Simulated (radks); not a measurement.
Species: the cerium ion Ce5+. Configuration: [Kr] 4d10 5s2 5p5.

Method: non-relativistic Kohn-Sham, LDA (Slater exchange, Perdew-Wang correlation), spin-unpolarised, spherical densities, point nucleus; relativity is left out, which matters for an element this heavy; computed with a radial shooting solver on a logarithmic mesh with Libxc functionals.

Energy parts (eV):
part                      energy
total                 -232875.52
kinetic                232769.38
electron-nucleus      -548280.51
Hartree                 87920.43
exchange-correlation    -5284.82

Orbitals (lengths in bohr, moments of r in powers of bohr):
orbital	occ.	eigenvalue (eV)	<r^4>	<r>
1s	2	-38324.06	2.127e-06	0.02620
2s	2	-6012.310	0.0003686	0.1122
2p	6	-5692.152	0.0002372	0.09532
3s	2	-1342.456	0.01455	0.2938
3p	6	-1203.725	0.01360	0.2836
3d	10	-944.4294	0.01037	0.2544
4s	2	-317.0682	0.3602	0.6654
4p	6	-265.1408	0.4197	0.6843
4d	10	-173.7418	0.6146	0.7323
5s	2	-88.6426	8.728	1.493
5p	5	-72.8855	12.33	1.619
4f	0	-66.6947	2.103	0.9070
6s	0	-37.2838	128.2	2.957

The highest occupied level is 5p at -72.885 eV. For comparison, the ionisation energy in NIST's Atomic Spectra Database is 78 eV (semi-empirical). In exact Kohn-Sham theory the highest level is minus the ionisation energy, but local and semilocal functionals leave it too shallow, through self-interaction and a potential that decays too fast; potentials with the right tail come closer. Summed over all electrons, <r^2> = 31.65 bohr^2, which gives a Langevin (diamagnetic) susceptibility term of -25.1 x 10^-6 cm^3/mol. The density falls to 0.001 e/bohr^3 at r = 3.20 bohr. The electron density at the nucleus is 1.381e+05 e/bohr^3.

Beside tabulated values, note that spin-unpolarised runs miss the spin-polarisation part of the exchange energy of open shells.
